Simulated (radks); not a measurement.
Spherical quantum dot in the effective-mass picture: electrons in a parabolic well V = omega^2 r^2 / 2 with omega = 3.71, with a point charge +1 (a donor) at the centre, all in effective atomic units (hartree* = m*/eps^2 hartree, bohr* = eps/m* bohr), one dielectric constant everywhere. Method: non-relativistic Kohn-Sham, PBE, spin-polarised, spherical densities; computed with a radial shooting solver with Libxc functionals. Levels are named by radial order and angular momentum (1s, 1p, 1d, 2s, ...), and open shells are averaged over m.

N = 6, configuration 1s2 1p(up 3, down 1). This is the lowest configuration that the search found. Occupied and some empty levels:

level    occupation  eigenvalue (hartree*)  <r> (bohr*)
1s up             1                 10.070       0.5879
1s down           1                 10.230       0.5836
1p up             3                 13.691       0.8163
1p down           1                 13.892       0.8176
2s up             0                 16.764       0.8876
2s down           0                 16.883       0.8920
1d up             0                 17.090       0.9759
1d down           0                 17.277       0.9800
1f up             0                 20.517        1.109
1f down           0                 20.676        1.113

Energy (hartree*): total 55.0243, kinetic 22.536, external 15.885, Hartree 21.801, exchange-correlation -5.1973.
